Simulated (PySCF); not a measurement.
1-chloroethenyl(methyl)silane (C₃H₇ClSi), SMILES C=C(Cl)[SiH2]C.

Coordinates come from a B3LYP-D3(BJ)/def2-SVP optimisation. One conformer was computed; it need not be the lowest.

Computed with TDA-PBE/def2-SVPD (PySCF).

Vertical excitations. The molecule is in vacuum.

**Question.** List the lowest excited states. (The exact figures need the calculation; the answer reports its results.)

**Answer.** 
```csv
state,energy (eV),λ (nm),f,main pairs
S1,5.62,221,0.000,HOMO−1→LUMO 98 %
S2,5.98,207,0.033,"HOMO→LUMO+1 75 %, HOMO→LUMO 17 %"
S3,6.11,203,0.108,"HOMO→LUMO 52 %, HOMO→LUMO+1 23 %"
S4,6.42,193,0.053,"HOMO−2→LUMO 69 %, HOMO−3→LUMO 25 %"
S5,6.51,191,0.005,HOMO→LUMO+2 91 %
S6,6.53,190,0.056,"HOMO−3→LUMO 65 %, HOMO−2→LUMO 20 %"
S7,6.68,185,0.010,HOMO→LUMO+3 91 %
S8,6.95,178,0.063,HOMO−1→LUMO+1 83 %
S9,6.96,178,0.005,"HOMO−4→LUMO 79 %, HOMO→LUMO+4 14 %"
S10,7.11,174,0.002,"HOMO→LUMO+4 83 %, HOMO−4→LUMO 14 %"
T1,3.97,312,0,HOMO→LUMO 97 %
T2,5.34,232,0,HOMO−1→LUMO 99 %
T3,5.59,222,0,HOMO→LUMO+1 99 %
T4,6.12,203,0,HOMO−2→LUMO 97 %
```
Triplets are in the Tamm–Dancoff approximation.
